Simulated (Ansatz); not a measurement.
# quartet Co: levels of theory in one basis

A single Co atom.

Basis set: cc-pVTZ (spherical functions). Frozen core: 5 orbitals. Correlation on ROHF uses semicanonical orbitals with singles. Charge 0, multiplicity 4.

Computed with Ansatz (development build ahead of 0.2.0); each method stands on the lowest determinant of its kind that the runs found.

```tsv
method	E − E(ROHF) (eV)	<S²> of the determinant
ROHF	0.00	3.75
UHF	-0.23	3.76
ROHF-MP2	-16.39	–
UHF-MP2	-16.37	3.76
ROHF-CCSD	-15.97	–
UHF-CCSD	-15.98	3.76
ROHF-CCSD(T)	-16.38	–
UHF-CCSD(T)	-16.38	3.76
```

Problem. Is a single determinant a sound starting point here?

Solution. By this sign, yes. Unrestricted orbitals gain 0.23 eV and <S²> is 3.76 against 3.75 for a pure state.
